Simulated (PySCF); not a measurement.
# N⁺ (nitrogen, charge +1): UHF calculation

Configuration: [He] 2s2 2p2, high-spin 3P determinant. All numbers are calculated (PySCF 2.14, the non-relativistic Hamiltonian (point nucleus), in cc-pVDZ).

- Total energy: -53.880468 hartree
- One-electron energy: -70.0010 hartree
- Hartree (Coulomb) energy: 22.3195 hartree
- Exchange energy: -6.1989 hartree
- Kinetic energy: 53.76581 hartree
- ⟨S²⟩: 2.0055
- ⟨L²⟩: 2.009
- Sum of ⟨r⟩: 5.486 bohr
- Sum of ⟨r²⟩: 7.930 bohr²
- Traceless quadrupole moment −½Σ⟨3z² − r²⟩ along its main axis: 0.789 e·bohr²
- Density at the nucleus (Gaussians lack the cusp): 198 bohr⁻³
- Spin density at the nucleus: 0.214 bohr⁻³
- Langevin diamagnetic susceptibility: -6.28 ×10⁻⁶ cm³/mol
- Time after the integrals: 0.08 s of wall time on 1 thread of Neoverse-N1 (shared host)

```json
{"shell": "1s α", "electrons": "1", "mean orbital energy (eV)": "-444.48", "rms radius, mean of both spins (bohr)": "0.265"}
{"shell": "1s β", "electrons": "1", "mean orbital energy (eV)": "-442.42", "rms radius, mean of both spins (bohr)": "0.265"}
{"shell": "2s α", "electrons": "1", "mean orbital energy (eV)": "-44.208", "rms radius, mean of both spins (bohr)": "1.39"}
{"shell": "2s β", "electrons": "1", "mean orbital energy (eV)": "-35.650", "rms radius, mean of both spins (bohr)": "1.39"}
{"shell": "2p α", "electrons": "2", "mean orbital energy (eV)": "-30.373", "rms radius, mean of both spins (bohr)": "1.40"}
```
